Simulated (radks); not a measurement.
The oxygen anion O2-, [Ne], held by a Watson sphere: a shell of charge +2 at radius R that stands for the Madelung well of a crystal (potential energy -2/R inside, -2/r outside, in hartree with lengths in bohr). Method: non-relativistic Kohn-Sham, PBE, spin-unpolarised, spherical densities, point nucleus; computed with a radial shooting solver on a logarithmic mesh with Libxc functionals. Response by self-consistent Sternheimer equations with the Hartree and adiabatic LDA kernel. The sphere does not respond.

| R (bohr) | e(1s) (eV) | e(2s) (eV) | e(2p) (eV) | <r> 2p (bohr) | sum of <r^2> (bohr^2) | X-ray form factor at sin(theta)/lambda = 0.3 1/angstrom | alpha (bohr^3) |
|---|---|---|---|---|---|---|---|
| 2.1 | -508.07 | -21.588 | -7.364 | 1.515 | 22.40 | 4.128 | 16.43 |
| 2.29 | -507.96 | -20.838 | -6.734 | 1.558 | 23.74 | 4.093 | 19.84 |
| 2.32 | -507.94 | -20.728 | -6.639 | 1.564 | 23.95 | 4.088 | 20.43 |
| 2.56 | -507.72 | -19.928 | -5.934 | 1.616 | 25.65 | 4.064 | 25.82 |
| 2.6 | -507.68 | -19.807 | -5.824 | 1.624 | 25.94 | 4.061 | 26.83 |
